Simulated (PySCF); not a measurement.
C4H5NSi, SMILES N#CC1=CC[SiH2]1.

Geometry optimised at ωB97X-D3(BJ)/def2-SVP. The structure was generated by enumeration, and PubChem lists no compound with its InChIKey, so it may never have been made.

Method: SMD-ωB97X/def2-SVP (PySCF).

Solvation free energies are E(SMD) − E(gas) at the gas-phase geometry, for 1 M in both phases. In vacuum the dipole moment is 4.61 D.

```json
[
 {"solvent": "water", "ΔG(solv) (kcal/mol)": "-1.1", "its non-electrostatic (CDS) part": "5.2", "dipole (D)": "6.11"},
 {"solvent": "acetone", "ΔG(solv) (kcal/mol)": "-5.4", "its non-electrostatic (CDS) part": "0.6", "dipole (D)": "6.03"},
 {"solvent": "tetrahydrofuran", "ΔG(solv) (kcal/mol)": "-4.5", "its non-electrostatic (CDS) part": "0.7", "dipole (D)": "5.84"}
]
```
